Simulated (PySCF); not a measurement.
Compound: Nb(NEt)F3, C2H5F3NNb (singlet state).
Structure used (PBE0-D3(BJ)/def2-SVP), in Å, numbered top down from 1:
```
atom  x, y, z in Å
Nb1    0.117    0.007   -2.166
N2     0.455   -0.002   -0.470
C3     0.656   -0.016    0.939
C4    -0.660   -0.014    1.701
H5     1.253   -0.906    1.205
H6     1.264    0.862    1.221
H7    -0.478   -0.027    2.786
H8    -1.247    0.885    1.459
H9    -1.262   -0.897    1.439
F10    1.771   -0.014   -3.042
F11   -0.859    1.568   -2.505
F12   -0.894   -1.529   -2.516
```

Method used: PySCF, TDDFT B3LYP/def2-SVPD, vertical, gas phase, core orbitals frozen in the response, def2 core potentials past Kr. Spin–orbit coupling is left out.

Transition dipole moments from the ground state, in atomic units and in the frame of the coordinates above (overall signs are arbitrary), for the states with f of 0.002 or more among the lowest 6:

```csv
state,E (hartree),μx,μy,μz
S4,0.1875,0.056,0.001,0.463
S5,0.2130,0.002,-0.282,-0.001
S6,0.2153,-0.300,-0.001,0.140
```

Work out the oscillator strengths.

f = (2/3) ΔE |μ|² with ΔE in hartree (27.2114 eV).

```
state  |μ|² (au)  |μ| (D)      f
   S4      0.217     1.18  0.027
   S5      0.079     0.72  0.011
   S6      0.110     0.84  0.016
```

What is the point group, and which symmetry does each of these states have?

Cs. The ground state is totally symmetric, so the direction of μ fixes the label. Polarised normal to the mirror plane, so A″: S5. Polarised in the mirror plane, so A′: S4 and S6.

What angle do the transition dipoles of S5 and S6 make?

|cos θ| = |μa·μb| / (|μa| |μb|) = 0.00, so θ ≈ 90° (taken between 0 and 90°, since the signs are arbitrary).

What peak molar absorption coefficient would the strongest computed level give as a lone Gaussian band 0.4 eV wide at half height?

ε(max) = 2.175×10⁸ f / FWHM, with the width in cm⁻¹. S4: 2.175×10⁸ × 0.0271 / 3226 ≈ 1800 L mol⁻¹ cm⁻¹.

All these states lie below the vertical ionisation energy of 10.12 eV (ΔSCF).
